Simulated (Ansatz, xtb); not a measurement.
# GeH5SbSi2: which of two structures lies lower

Structure X: a singlet given by its coordinates. Structure Y: a singlet given by its coordinates. Both are isolated molecules in the gas phase, relaxed with PBE0-D3(BJ)/def2-SVP.

X (Å):

```xyz
9

Ge    0.7753   -4.1606   -0.4457
Sb   -1.8169   -3.1148   -0.7959
Si    0.1382   -1.5994   -1.2817
Si   -0.4799   -3.1619    1.3971
H     0.3687   -0.4227   -0.3923
H     0.4492   -1.2851   -2.7059
H     1.4240   -2.4696   -0.8392
H    -1.0449   -4.1278    2.3855
H    -0.1554   -1.8463    2.0281
```

Close contacts (Å): Ge1–Sb2 2.82, Ge1–Si3 2.77, Ge1–Si4 2.44, Sb2–Si3 2.52, Sb2–Si4 2.57, Ge1–H7 1.85, Si3–H5 1.49, Si3–H6 1.49, Si3–H7 1.61, Si4–H8 1.49, Si4–H9 1.49.

Y (Å):

```xyz
9

Ge    1.3083   -3.5937    1.4194
Sb    0.3577   -5.6072    0.3911
Si    0.1111   -1.1767    0.1208
Si   -0.5354   -3.3927   -0.5773
H    -0.7578   -0.3928   -0.8195
H    -0.2706   -0.8155    1.5172
H     1.5334   -0.8173   -0.1510
H    -2.0131   -3.2903   -0.3692
H    -0.2101   -3.2912   -2.0337
```

Close contacts (Å): Ge1–Sb2 2.45, Ge1–Si3 2.99, Ge1–Si4 2.73, Sb2–Si4 2.58, Si3–Si4 2.41, Si3–H5 1.50, Si3–H6 1.49, Si3–H7 1.49, Si4–H8 1.50, Si4–H9 1.50.

Question: Which of the two would you expect CCSD(T)/def2-SVP + ΔMP2/def2-TZVPP electronic energies to favour?

Answer: Structure X; the calculation gives E(Y) − E(X) = +20.5 kJ/mol.

How the difference moves with the method:

```json
{"level": "PBE0-D3(BJ)/def2-SVP", "geometry": "PBE0-D3(BJ)/def2-SVP", "E(Y) − E(X) (kJ/mol)": "+28.5", "departure from the last row (kJ/mol)": "+8.0", "job, with rough time for the two": "optimisation, 3.5 min"}
{"level": "HF/def2-SVP", "geometry": "PBE0-D3(BJ)/def2-SVP", "E(Y) − E(X) (kJ/mol)": "+13.5", "departure from the last row (kJ/mol)": "−7.0", "job, with rough time for the two": "part of the CCSD(T) run"}
{"level": "MP2/def2-SVP", "geometry": "PBE0-D3(BJ)/def2-SVP", "E(Y) − E(X) (kJ/mol)": "+7.3", "departure from the last row (kJ/mol)": "−13.2", "job, with rough time for the two": "part of the CCSD(T) run"}
{"level": "CCSD(T)/def2-SVP", "geometry": "PBE0-D3(BJ)/def2-SVP", "E(Y) − E(X) (kJ/mol)": "+6.6", "departure from the last row (kJ/mol)": "−13.9", "job, with rough time for the two": "single point"}
{"level": "CCSD(T)/def2-SVP + ΔMP2/def2-TZVPP", "geometry": "PBE0-D3(BJ)/def2-SVP", "E(Y) − E(X) (kJ/mol)": "+20.5", "departure from the last row (kJ/mol)": "", "job, with rough time for the two": "single point, 88 s"}
```

The levels shown agree on the order. The largest departure from CCSD(T)/def2-SVP + ΔMP2/def2-TZVPP is that of CCSD(T)/def2-SVP, 13.9 kJ/mol. Levels run at GFN2-xTB geometries aren't shown. The last row adds to CCSD(T) the change of the MP2 difference between the two basis sets, here +13.9 kJ/mol, a large step that makes the value less sure.

With harmonic frequencies from PBE0-D3(BJ)/def2-SVP (ideal gas, rigid rotor, one conformer each, 400 K, 1 atm): the zero-point term adds +1.1 kJ/mol; ΔH is +23.0 and ΔG +15.5 kJ/mol.

The correlated steps freeze 23 core orbitals; the filled d shell of Ge and Sb is correlated, in a basis made for valence electrons. Atoms past krypton carry core potentials in the def2 sets and no spin–orbit term is included. Mirror images aren't counted in ΔG. Programs: Ansatz 0.2.0; the last row on 2 threads of AMD EPYC 7R43 64-Core Processor (Zen 3) on a shared host.
